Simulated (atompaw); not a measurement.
# Scattering properties, PAW (atompaw) potential for lithium

* Element: Li
* Generator: atompaw 4.2.0.5
* Type: PAW
* Functional: PBE
* Relativity: scalar-relativistic
* Frozen core: none
* Valence charge: 3
* Reference configuration: 1s2 2s1 2p0
* Partial waves: 1s (bound): rc 0.50 bohr; 2s (bound): rc 3.00 bohr; 2p (bound, empty): rc 3.00 bohr; 2p channel at 1.1 Ry: rc 3.00 bohr; 3d channel at 0.35 Ry: rc 3.00 bohr
* Local potential: vpsmatchnc scheme with l = 3 at 0 Ry, radius 2.90 bohr
* Core correction: none
* Augmentation charge: sinc compensation charge, radius 2.45 bohr; PAW radius 3.00 bohr; waves and projectors: custom rrkj gramschmidtortho

The phase is arctan(r·u′/u) with u = r·R(r), unwrapped; energies in Ry, scanned from -6 to 5 Ry. A pole is an energy at which the radial function vanishes at the test radius. The pseudo phase is shifted by a multiple of π to meet the all-electron one at the reference energy, and phase errors are pseudo minus all-electron; the curves can meet again beyond the range given. Levels narrower than the energy grid can be missing from the lists of poles.

**Question.** For each channel, where are the poles, and over which energies does the pseudopotential scatter like the atom?

**Answer.**

```tsv
channel	radius (bohr)	reference energy (Ry)	poles, all-electron	poles, pseudo	unbroken range about the reference energy with phases within 0.05 rad	phase error 1 Ry above the reference energy (rad)
s	3.00	-0.21	-3.82, 1.01	-3.82, 0.92	below 1.5	-0.019
p	3.00	-0.08	0.94, 4.67	0.94, 4.78	the whole range	+0.000
d	3.00	0.35	2.73	3.16	below 2.7	+0.037
```

Phases in the p channel:

| E (Ry) | all-electron | pseudo |
| --- | --- | --- |
| -6.00 | 1.432 | 1.432 |
| -5.76 | 1.429 | 1.429 |
| -5.52 | 1.426 | 1.426 |
| -5.28 | 1.423 | 1.423 |
| -5.04 | 1.419 | 1.419 |
| -4.80 | 1.415 | 1.415 |
| -4.56 | 1.411 | 1.411 |
| -4.32 | 1.407 | 1.407 |
| -4.08 | 1.402 | 1.402 |
| -3.84 | 1.396 | 1.396 |
| -3.60 | 1.390 | 1.390 |
| -3.36 | 1.383 | 1.383 |
| -3.12 | 1.376 | 1.376 |
| -2.88 | 1.367 | 1.367 |
| -2.64 | 1.357 | 1.357 |
| -2.40 | 1.346 | 1.346 |
| -2.16 | 1.333 | 1.333 |
| -1.92 | 1.317 | 1.317 |
| -1.68 | 1.297 | 1.297 |
| -1.44 | 1.272 | 1.272 |
| -1.20 | 1.239 | 1.239 |
| -0.96 | 1.194 | 1.194 |
| -0.72 | 1.124 | 1.124 |
| -0.48 | 1.005 | 1.005 |
| -0.24 | 0.756 | 0.756 |
| 0.00 | 0.111 | 0.111 |
| 0.24 | -0.840 | -0.840 |
| 0.48 | -1.279 | -1.279 |
| 0.72 | -1.468 | -1.468 |
| 0.96 | -1.577 | -1.577 |
| 1.20 | -1.659 | -1.659 |
| 1.44 | -1.736 | -1.736 |
| 1.68 | -1.825 | -1.825 |
| 1.92 | -1.956 | -1.955 |
| 2.16 | -2.201 | -2.197 |
| 2.40 | -2.792 | -2.774 |
| 2.64 | -3.722 | -3.697 |
| 2.88 | -4.198 | -4.183 |
| 3.12 | -4.397 | -4.387 |
| 3.36 | -4.502 | -4.493 |
| 3.60 | -4.567 | -4.559 |
| 3.84 | -4.613 | -4.606 |
| 4.08 | -4.649 | -4.641 |
| 4.32 | -4.677 | -4.669 |
| 4.56 | -4.702 | -4.693 |
| 4.80 | -4.725 | -4.714 |
